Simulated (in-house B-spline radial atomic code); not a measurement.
Atomic self-consistent-field run: Hg7+. Level of theory: Dirac-Kohn-Sham wB97X, spherical fractional occupations, Fermi nucleus of rms radius 5.4648 fm; calculated with a B-spline radial code for spherical atoms.

Command:
```bash
python run_scf.py task.json out
```
Settings (nuclear radius in fm, mass in u):
```
Z                80
configuration    [Xe] 4f14 5d5
hamiltonian      dirac
method           wb97x
spin_polarised   False
nucleus          fermi
rms_radius       5.4648
atomic_mass      201.97064
speed_of_light   137.035999084
```

Output (hartree, bohr):
```
 radial grid: 66 intervals, B-splines of order 8, outer radius 18.8312 bohr

 iter        energy (Eh)    residual
    1      -19638.240113    7.88e-01
    2      -19642.595667    2.72e-01
    3      -19644.159494    5.80e-02
    4      -19644.196436    2.11e-02
    5      -19644.202905    5.07e-03
    6      -19644.203261    2.60e-04
    7      -19644.203262    7.45e-05
    8      -19644.203262    3.77e-05
    9      -19644.203262    5.58e-06
   10      -19644.203262    2.89e-06
   11      -19644.203262    9.63e-08

 total energy                    -19644.20326
 kinetic                           22647.0874
 electron-nucleus                 -49257.4900
 Hartree                            7336.0696
 exact exchange                      -66.8962
 exchange-correlation               -302.9740

 first-order corrections (not in the total)
   Gaunt                            25.3758
   retardation                      -2.6921
   frequency dependence             -0.4920
   self-energy                      19.0213
   Uehling                          -3.9151
   Wichmann-Kroll                    0.1741
   recoil                            0.0321

 orbital      occ     eigenvalue          <r>       <r^2>       <1/r>     <1/r^3>       r_max    small
 1s1/2      2.000     -3058.1268    0.0165928 0.000380979     97.5083           -     0.01022  9.25e-02
 2s1/2      2.000      -545.9684    0.0692505  0.00573962     24.0193           -     0.05936  2.13e-02
 2p1/2      2.000      -523.9357    0.0569376  0.00405552     23.9749           -     0.04363  2.13e-02
 2p3/2      4.000      -452.3482    0.0656022  0.00524063     19.4096     21481.3     0.05111  1.89e-02
 3s1/2      2.000      -133.1078     0.180061   0.0372276     8.81725           -       0.167  7.12e-03
 3p1/2      2.000      -123.1705      0.17043   0.0339142     8.72942           -      0.1558  7.07e-03
 3p3/2      4.000      -107.2781      0.18628   0.0402946     7.53922     5052.55      0.1709  6.36e-03
 3d3/2      4.000       -90.8293     0.162126   0.0308602     7.43529     876.572       0.133  6.24e-03
 3d5/2      6.000       -87.4277     0.166951   0.0325949     7.16586     723.614      0.1372  6.05e-03
 4s1/2      2.000       -32.6885      0.39902    0.179867     3.73328           -      0.3762  2.42e-03
 4p1/2      2.000       -28.4176      0.40105    0.183157     3.62396           -      0.3742  2.33e-03
 4p3/2      4.000       -24.5685      0.43487    0.214984      3.2148      1254.6      0.4052  2.06e-03
 4d3/2      4.000       -17.5783     0.441927    0.225745     3.01378     191.601      0.3976  1.86e-03
 4d5/2      6.000       -16.8584     0.452968    0.236948     2.91949     154.639      0.4071  1.79e-03
 5s1/2      2.000        -8.4484     0.889241    0.884016     1.54453           -      0.8256  6.40e-04
 5p1/2      2.000        -6.9805     0.945971      1.0046     1.43346           -      0.8665  5.66e-04
 5p3/2      4.000        -6.2510      1.02477      1.1774      1.2951     236.889      0.9387  4.92e-04
 4f5/2      6.000        -7.8456     0.475987    0.272318     2.56297     32.9153       0.364  1.43e-03
 4f7/2      8.000        -7.6893     0.482448     0.27971     2.52676     31.2574      0.3686  1.40e-03
 5d3/2      2.000        -3.9642      1.21397     1.66735     1.06976     26.7708       1.075  3.50e-04
 5d5/2      3.000        -3.8661      1.24193     1.74386     1.04168     21.5293       1.101  3.36e-04
```

Time taken, with all properties: 8 s on 1 thread of Arm Neoverse V1 (shared host).

For the Dirac Hamiltonian the kinetic term is c α·p + (β - 1)c².

Caution: exact exchange at fractional occupations of open shells leaves self-interaction of up to several eV.
